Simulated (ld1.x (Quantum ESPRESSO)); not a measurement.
**Building the TM potential for Rb (Z = 37) (PBE, scalar-relativistic).**

Rb, norm-conserving Troullier–Martins (Kleinman–Bylander form), made with ld1.x (Quantum ESPRESSO) 7.5 (PBE, scalar-relativistic). Core [Ar] 3d10, reference 4s2 4p6 5s0.75 5p0.25. Waves: 4s (bound): rc 1.75 bohr; 4p (bound): rc 2.65 bohr; 4d channel at 0.35 Ry: rc 2.35 bohr. Local part: all-electron potential smoothed inside 1.65 bohr (lloc = -1). Core correction: a·sin(br)/r model core inside 1.30 bohr.

Occupied shells without a wave of their own: 5p, 5s. They enter only through the test configuration that unscreens the potential, and ld1.x also counts them in the model core charge.

All-electron outer shells of the reference configuration (PBE, scalar-relativistic, ld1.x):

| shell | level (eV) | outermost node (bohr) | outermost maximum (bohr) |
| --- | --- | --- | --- |
| 3d | -104.34 | – | 0.39 |
| 4s | -32.27 | 0.62 | 1.25 |
| 4p | -16.33 | 0.64 | 1.42 |
| 5s | -2.42 | 1.79 | 4.32 |
| 5p | -0.92 | 2.20 | 6.21 |

Results:

* Cutoffs needed: 40 Ry and 55 Ry (the cutoffs (Ry, on a coarse ladder) from which the occupation-weighted sum of valence levels, in a spherical-Bessel basis at the reference potential, stays within 10 and 1 mRy of its value at 400 Ry)
* Ghost test: no extra level below or beside the all-electron valence levels (s, p, d, f tested) (spherical-Bessel basis up to 400 Ry, 20 bohr box)
* Largest excitation error: -208 meV (all-electron minus pseudo) for 4s2 4p6 5s0 5p0, out of 6 test configurations

ld1.x takes every shell without a wave as core, so the model core holds the 5p, 5s electrons as well and exchange and correlation see them twice. This cancels in the reference configuration, but the file is broken for other ones, and its errors say nothing about a proper core correction.

Generation and tests took about 1.3 s on one core of a shared server CPU.
